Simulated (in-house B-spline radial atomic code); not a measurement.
O²⁺ is squeezed into an impenetrable sphere of radius R (the orbitals vanish at R). Caution: exact exchange at fractional occupations of open shells leaves self-interaction of up to several eV. All numbers are computed (non-relativistic PBE0, spin-polarised, spherical fractional occupations; point nucleus) with a B-spline radial code for spherical atoms, not measured.

Energies in eV above the free ion in [He] 2s2 2p2:

| R (bohr) | highest level (eV) | [He] 2s2 2p2 | [He] 2s1 2p3 | -dE/dV in [He] 2s2 2p2 (GPa) |
| --- | --- | --- | --- | --- |
| 9.29 | -46.1 | 0 | 5.227 | 2.24e-09 |
| 6.05 | -46.1 | 4.509e-05 | 5.227 | 0.000357 |
| 4.66 | -46.1 | 0.004601 | 5.232 | 0.0599 |
| 3.96 | -46.1 | 0.0448 | 5.271 | 0.79 |
| 3.81 | -46 | 0.07246 | 5.299 | 1.37 |
| 3.1 | -45.4 | 0.6764 | 5.891 | 18.7 |
| 2.63 | -43.8 | 2.846 | 7.987 | 107 |
| 2.19 | -39.5 | 10.64 | 15.4 | 569 |
| 1.79 | -29.3 | 35.02 | 38.2 | 2810 |
| 1.24 | 19.7 | 191.1 | 179.8 | 34800 |

Question: Does [He] 2s1 2p3 fall below [He] 2s2 2p2 under compression?

Answer: Yes, between R = 1.79 and 1.24 bohr the order changes (near 1.67 bohr by linear interpolation).

The highest level is first positive in the row R = 1.24 bohr, pushed up by confinement above the zero of the free ion's potential. Each configuration is held fixed and needn't be the lowest in the sphere.
